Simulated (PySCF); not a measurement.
C3H6F2Si, SMILES C/C(F)=C/[SiH2]F.

Geometry: PBE0-D3(BJ)/def2-SVP. The structure was generated by enumeration; whether it is a known compound was not checked. One conformer was computed; it need not be the lowest.

Two levels are set side by side: TDDFT-PBE/def2-SVPD (PySCF) and TDDFT-CAM-B3LYP/def2-SVPD (PySCF). Vertical, same geometry. The lowest singlet is HOMO→LUMO+1 100 % with PBE and HOMO→LUMO 71 %, HOMO→LUMO+1 21 % with the other functional; states are paired by order. Differences are taken from unrounded values.

```json
[
 {"quantity": "lowest singlet excitation (eV)", "TDDFT-CAM-B3LYP": "6.82"},
 {"quantity": "lowest triplet excitation (TDA) (eV)", "TDDFT-CAM-B3LYP": "4.16"},
 {"quantity": "first bright state (f over 0.05) (eV)", "TDDFT-CAM-B3LYP": "6.82"},
 {"quantity": "its oscillator strength", "TDDFT-CAM-B3LYP": "0.34"}
]
```

Question: What does TDDFT-PBE give, and how far is it from TDDFT-CAM-B3LYP? (Estimate from the structure and the level; the computed values follow.)

Answer: 
| quantity | TDDFT-PBE | TDDFT-PBE minus TDDFT-CAM-B3LYP |
|---|---|---|
| lowest singlet excitation (eV) | 5.91 | -0.91 |
| lowest triplet excitation (TDA) (eV) | 4.21 | 0.05 |
| first bright state (f over 0.05) (eV) | 6.29 | -0.53 |
| its oscillator strength | 0.31 | -0.03 |

Functionals without exact exchange tend to place singlet excitations lower, as here. Differences between two approximate levels are no errors against the true value.

Rough cost on one machine, each run with all the roots and properties that it gave: TDDFT-CAM-B3LYP against TDDFT-PBE about 6 times.
